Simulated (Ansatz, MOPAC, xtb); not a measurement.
Spectroscopic constants of CoSb, multiplicity 5 (lowest of 2S+1 = 1, 3, 5, 7 at PBE0/def2-TZVPP; our sources give no spin for the ground state, which may be another). No spin–orbit coupling. Co is treated without relativity.

Seven points along R, fitted to fifth degree in 1/R; most abundant isotopes. In def2 and cc sets the state is the lowest found near the PBE0 minimum, followed along R.

Run with Ansatz (Gaussian orbitals); MOPAC for PM7 (differences of heats of formation); xtb for the GFN methods. Values without a source in brackets are computed. In def2 rows elements past Kr take small-core potentials, without spin–orbit coupling. The GFN methods have no spin term and hold the electronic entropy of 300 K.

```csv
level,r_e (Å),ω_e (cm⁻¹),ω_e x_e (cm⁻¹),α_e (cm⁻¹),dipole (D)
PM7,2.567,413,0.48,9.8e-5,-
GFN1-xTB,2.411,252,2.0,0.00061,-
GFN2-xTB,2.403,227,1.9,0.00067,-
PBE/def2-TZVPP,2.400,252,0.74,0.00031,2.72
r2SCAN/def2-TZVPP,2.408,254,0.73,0.00030,3.09
B97M-V/def2-TZVPP,2.447,240,0.74,0.00030,2.82
B3LYP/def2-TZVPP,2.463,231,0.74,0.00031,2.91
PBE0/def2-TZVPP,2.449,236,0.72,0.00031,3.33
BHLYP/def2-TZVPP,2.518,213,0.57,0.00029,3.72
CAM-B3LYP/def2-TZVPP,2.453,234,0.69,0.00031,3.38
wB97X-V/def2-TZVPP,2.453,236,0.64,0.00029,3.98
wB97M-V/def2-TZVPP,2.467,232,0.64,0.00029,3.68
B2PLYP/def2-TZVPP,2.437,237,0.81,0.00034,-
```

Correlated levels freeze the inner cores; with def2 sets outer-core shells near the valence are correlated too. The state that PM7 reach isn't checked; PM7 holds dispersion and hydrogen-bond terms.

Ansatz is a first-principles code.
